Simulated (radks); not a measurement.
Neutral mercury inside a hard spherical wall (all orbitals vanish at R), configuration held at [Hg] and not refilled when levels cross. Calculated with a radial shooting solver on a logarithmic mesh with Libxc functionals: scalar-relativistic Kohn-Sham, LDA (Slater exchange, Perdew-Wang correlation), spin-polarised, spherical densities, finite nucleus; Fermi nuclear charge, rms radius 5.4648 fm. Eigenvalues in eV for spin up, with the zero of energy where the potential of the charges vanishes at infinity; a dash marks a level that is unbound or too diffuse for the functional's potential to be trusted. A positive occupied level is held by the wall or, in an anion where self-interaction has pushed it up, behind a barrier. The pressure on the wall is -dE/dV.

R (bohr)  E (hartree)  kinetic (hartree)    e(4f)    e(5p)    e(5d)   e(6s)  e(6p, empty)  e(7s, empty)  pressure (GPa)
free      -19607.2572          21990.738  -96.340  -66.769  -10.074  -7.122        -1.185             -               0
20        -19607.2572          21990.738  -96.340  -66.769  -10.074  -7.122        -1.185         0.146        < 0.0001
12        -19607.2572          21990.738  -96.339  -66.768  -10.074  -7.122        -1.161         0.811        < 0.0001
10        -19607.2572          21990.739  -96.335  -66.764  -10.069  -7.118        -1.096         1.556         0.00187
7         -19607.2532          21990.777  -96.157  -66.587   -9.902  -6.945        -0.422         5.686           0.270
6         -19607.2407          21990.874  -95.789  -66.226   -9.563  -6.566         0.500         9.859            1.53
2.5       -19602.4091          22011.904  -64.795  -40.093   17.268  38.917        64.041        176.66            3810
1.5       -19548.7087          22202.334   47.122   65.771   147.50  322.37        389.86        813.08          183000
